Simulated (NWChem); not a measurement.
# Lowest excitation of ClIn

```
In
Cl 1 2.4486
```
Charge 0, spin multiplicity 1.

Program: NWChem. Structure: optimised with PBE/def2-SVP with def2 effective core potentials on In, a minimum by its harmonic frequencies.

Basis set: def2-SVPD. CR-EOMCCSD(T) is the triples correction to the same EOM-CCSD root.

```
method         lowest vertical singlet excitation energy (eV)  difference from EOM-CCSD
-------------  ----------------------------------------------  ------------------------
CIS                                                      4.98                     +0.25
TD-B3LYP                                                 4.52                     -0.21
TD-PBE                                                   4.38                     -0.34
CR-EOMCCSD(T)                                            4.63                     -0.10
TDA-CAM-B3LYP                                            4.76                     +0.04
EOM-CCSD                                                 4.72                      0.00
```

The values span 0.60 eV, from TD-PBE (lowest) to CIS (highest). 

Effective core potentials replace the inner electrons of In; spin-orbit coupling is left out. The correlated methods keep 9 core orbitals frozen. B3LYP has NWChem's definition, with VWN1-RPA local correlation. The structure started from a generated list of species. No row is a measurement; the coupled-cluster row has its own basis-set and correlation limits.
